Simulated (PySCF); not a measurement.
Static polarisabilities and like-pair C6 coefficients by linear response at CAM-B3LYP/def2-SVPD (PySCF, frozen core in the response, non-relativistic, gas phase), PBE0-D3(BJ)/def2-SVP geometries, one conformer each; atomic units unless stated. Spin–orbit coupling is left out although an atom past zinc is present.

| label | species | α | C6 |
| --- | --- | --- | --- |
| P | `[GeH3][O]c1cnoc1` | 75.2 | 2243 |
| Q | `C=NC(C)(C)C` | 70.4 | 2145 |
| R | `C(/c1cc(cs1)F)=C/C=C` | 129.0 | 5191 |
| S | `C1C2(C1)[C@@H]([C@H]2F)B(Cl)Cl` | 95.9 | 3852 |
| T | `C=CC[Si@H]([SiH3])O[SiH3]` | 121.6 | 5211 |

**Question.** Estimate the unlike-pair coefficients by the rule C6(AB) = 2·C6(AA)·C6(BB) / [C6(AA)·αB/αA + C6(BB)·αA/αB], and compare with the geometric mean, for PR, PS, QR, QS, QT, RS, RT and ST.

**Answer.** 
| pair | combination rule | geometric mean | ratio |
| --- | --- | --- | --- |
| PR | 3388 | 3412 | 0.993 |
| PS | 2938 | 2940 | 1.000 |
| QR | 3293 | 3337 | 0.987 |
| QS | 2874 | 2874 | 1.000 |
| QT | 3326 | 3343 | 0.995 |
| RS | 4423 | 4472 | 0.989 |
| RT | 5191 | 5201 | 0.998 |
| ST | 4464 | 4480 | 0.996 |

The rule is exact for one-pole polarisabilities and never exceeds the geometric mean; the two meet where both partners have the same effective excitation energy. These unlike-pair values are estimates, not computed integrals.
